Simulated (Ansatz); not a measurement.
System: 2,2-difluorooxetane, C3H4F2O, charge 0, multiplicity 1. SMILES: FC1(F)CCO1
Geometry from a B3LYP-D3(BJ)/def2-TZVP (Ansatz, an electronic-structure program) optimisation:
```
C
H 1 1.0860
H 1 1.0860 2 110.92
C 1 1.5249 2 113.86 3 -129.98
F 4 1.3549 1 116.52 2 1.28
F 4 1.3549 5 105.69 1 -131.19
O 4 1.3848 5 111.98 6 -122.18
C 7 1.4634 4 91.73 5 -120.74
H 8 1.0886 7 110.78 4 -118.32
H 8 1.0886 9 110.79 7 123.36
```

Property: atomisation energy (electronic, to ground-state atoms); the coupled-cluster value holds the core correlation from cc-pwCVTZ, in kJ/mol. Correlated levels leave the core frozen unless marked. UHF or UKS for open shells. Spin-orbit coupling is left out. Non-relativistic. CBS(X,Y): correlation extrapolated as X^-3; Hartree-Fock from the larger set. [CCSD(T)-MP2]/basis is that difference in the basis named.

Level to compare with: RI-MP2/CBS(cc-pVTZ,cc-pVQZ)+[CCSD(T)-MP2]/cc-pVTZ plus the core term (Ansatz), 4151.7 kJ/mol. It is a level with limits of its own, and the differences hold the functionals' basis error too.

Rank these functionals by how close they come to RI-MP2/CBS(cc-pVTZ,cc-pVQZ)+[CCSD(T)-MP2]/cc-pVTZ, closest first: r2SCANh/def2-TZVPD (Ansatz); wB97M-V/def2-TZVPD (Ansatz); BHLYP/def2-TZVPD (Ansatz).

wB97M-V/def2-TZVPD (range-separated hybrid meta-GGA with VV10, 4152.2 kJ/mol, difference 0.5), r2SCANh/def2-TZVPD (hybrid meta-GGA, 4113.7 kJ/mol, difference -38.0), BHLYP/def2-TZVPD (global hybrid, 3917.4 kJ/mol, difference -234.3)
